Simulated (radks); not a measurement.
Problem. The mean radii <r> (bohr) of the occupied orbitals of an atom or ion are listed with their occupations. Calculated with a radial shooting solver on a logarithmic mesh with Libxc functionals: scalar-relativistic Kohn-Sham, TASK exchange with Perdew-Wang LDA correlation, spin-polarised, spherical densities, finite nucleus; meta-GGA in the generalised Kohn-Sham scheme; Fermi nuclear charge, rms radius of each element as measured or else 0.836 A^(1/3) + 0.57 fm.

orbital  occ.      <r>
1s up       1  0.08123
1s down     1  0.08120
2s up       1   0.3865
2s down     1   0.3859
2p up       3   0.3488
2p down     3   0.3483
3s up       1    1.171
3s down     1    1.195
3p up       3    1.232

Name the element and its charge. Open shells, if any, are filled with parallel spins first.

Solution. Z = 19, potassium, charge +4: K4+ in [Ne] 3s2 3p3. The 1s radius gives Z: for a bare nucleus <r> = (2 gamma + 1)/(2Z) with gamma = sqrt(1 - (Z/c)^2), 0.07844 bohr for Z = 19, and screening makes it slightly larger (0.08123 here). The occupations add up to 15, and the charge is Z minus that.
